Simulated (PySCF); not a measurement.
Isomers of C2H10F2Si3.

All values: PBE0/def2-SVPD (PySCF) at GFN2-xTB geometries, gas phase, one conformer each. Core orbitals are frozen in the response; Δα² is half the sum of the squared differences of the principal polarisabilities.

Problem. Rank by dipole moment, lowest first.
A. `[F:1][CH:2]([F:3])[CH2:4][SiH:5]([SiH3:6])[SiH3:7]` with F1–C2–C4–Si5 -58°, C2–C4–Si5–Si6 -65°
B. `FC(F)C([SiH3])([SiH3])[SiH3]`
C. `[F:1][SiH2:2][C@:3]([F:4])([SiH3:5])[CH2:6][SiH3:7]` with F1–Si2–C3–F4 -172°, Si2–C3–C6–Si7 -67°

Solution. C (0.57 D), B (1.80 D), A (2.20 D).

Problem. Rank by HOMO energy, lowest first.
A. `[F:1][CH:2]([F:3])[CH2:4][SiH:5]([SiH3:6])[SiH3:7]` with F1–C2–C4–Si5 -58°, C2–C4–Si5–Si6 -65°
B. `[F:1][SiH2:2][C@:3]([F:4])([SiH3:5])[CH2:6][SiH3:7]` with F1–Si2–C3–F4 -172°, Si2–C3–C6–Si7 -67°
C. `FC(F)C([SiH3])([SiH3])[SiH3]`
D. `[F:1][CH2:2][SiH2:3][C@H:4]([F:5])[SiH2:6][SiH3:7]` with F1–C2–Si3–C4 180°, C2–Si3–C4–F5 -52°, Si3–C4–Si6–Si7 167°

Solution. C (-8.89 eV), A (-8.15 eV), D (-8.03 eV), B (-7.83 eV).

All values together:

```csv
SMILES,μ (D),HOMO (eV),LUMO (eV),α (Å³),Δα (Å³)
FC(F)C[SiH]([SiH3])[SiH3],2.20,-8.15,-0.58,16.98,3.96
FC(F)C([SiH3])([SiH3])[SiH3],1.80,-8.89,-0.02,15.59,1.64
C[Si@H]([SiH2][SiH3])C(F)F,2.19,-8.15,-0.61,16.93,4.09
FC[SiH2][C@H](F)[SiH2][SiH3],2.05,-8.03,-0.55,16.71,6.87
F[SiH2][C@](F)([SiH3])C[SiH3],0.57,-7.83,-0.52,15.52,4.14
```

Conformers: `[F:1][CH:2]([F:3])[CH2:4][SiH:5]([SiH3:6])[SiH3:7]` with F1–C2–C4–Si5 -58°, C2–C4–Si5–Si6 -65°; `[CH3:1][Si@H:2]([SiH2:3][SiH3:4])[CH:5]([F:6])[F:7]` with C1–Si2–Si3–Si4 -66°, C1–Si2–C5–F6 178°; `[F:1][CH2:2][SiH2:3][C@H:4]([F:5])[SiH2:6][SiH3:7]` with F1–C2–Si3–C4 180°, C2–Si3–C4–F5 -52°, Si3–C4–Si6–Si7 167°; `[F:1][SiH2:2][C@:3]([F:4])([SiH3:5])[CH2:6][SiH3:7]` with F1–Si2–C3–F4 -172°, Si2–C3–C6–Si7 -67°.
